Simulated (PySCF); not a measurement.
Oscillator strengths, rates and cross-sections

Compound: C6H5ClFNO.
Geometry (PBE0-D3(BJ)/def2-SVP, Å), atoms numbered from 1 in this order:
```
atom  x, y, z in Å
N1    -1.678    2.145   -2.469
C2    -0.949    1.785   -1.645
C3    -0.049    1.276   -0.630
C4     1.040    0.301   -1.181
O5     2.155    0.456   -1.553
C6     0.177   -0.894   -0.797
F7     0.769   -1.995   -0.294
C8    -0.587    0.043    0.161
C9    -2.072   -0.147    0.316
Cl10  -2.758    1.121    1.365
H11    0.356    2.102   -0.027
H12   -0.461   -1.169   -1.661
H13   -0.090    0.023    1.143
H14   -2.292   -1.121    0.775
H15   -2.587   -0.083   -0.654
```

Theory: TDDFT PBE0/def2-SVPD, vertical, gas phase, core orbitals frozen in the response in PySCF 2.14.0, density-fitted response routines.

Computed singlets with f of 0.002 or more:

```csv
state,ν̃ (cm⁻¹),f
S2,49130,0.0022
S3,49550,0.014
S5,54380,0.0038
S6,55880,0.0085
```

Q: Give A, τ, |μ| and ∫σ dE for each state.

A: For one non-degenerate pair of states in vacuum, A = 0.6670 f ν̃² s⁻¹ with ν̃ in cm⁻¹, τ = 1/A, |μ|² = 3f / (2ΔE) in atomic units, and the integrated cross-section is ∫σ dE = 109.76 f Mb·eV.

```json
{"state": "S2", "A (s⁻¹)": "3.5×10⁶", "τ": "290 ns", "|μ| (D)": "0.31", "∫σ dE (Mb·eV)": "0.24"}
{"state": "S3", "A (s⁻¹)": "2.3×10⁷", "τ": "43 ns", "|μ| (D)": "0.78", "∫σ dE (Mb·eV)": "1.6"}
{"state": "S5", "A (s⁻¹)": "7.6×10⁶", "τ": "130 ns", "|μ| (D)": "0.39", "∫σ dE (Mb·eV)": "0.42"}
{"state": "S6", "A (s⁻¹)": "1.8×10⁷", "τ": "56 ns", "|μ| (D)": "0.57", "∫σ dE (Mb·eV)": "0.93"}
```

The rates are for emission to S0 at the absorption energy, with no other channel.

Q: Which computed singlets stay under f = 0.002?

A: S1 (4.13 eV, f 0.0005) and S4 (6.46 eV, f 0.0019).

Q: By what factor does the largest A in the list exceed the smallest?

A: S3 has 6.7 times the rate of S2.

Q: What is the integrated cross-section of all computed states together?

A: Σf = 0.031 over S1 to S6, so 109.76 × Σf ≈ 3.42 Mb·eV.

On Intel Xeon Platinum 8175M at 2.50 GHz, one thread, no GPU, shared host, this took 1.7 min (with the writing of density and orbital grids) and 1.0 GiB of memory at its peak.

One conformer stands for the species.
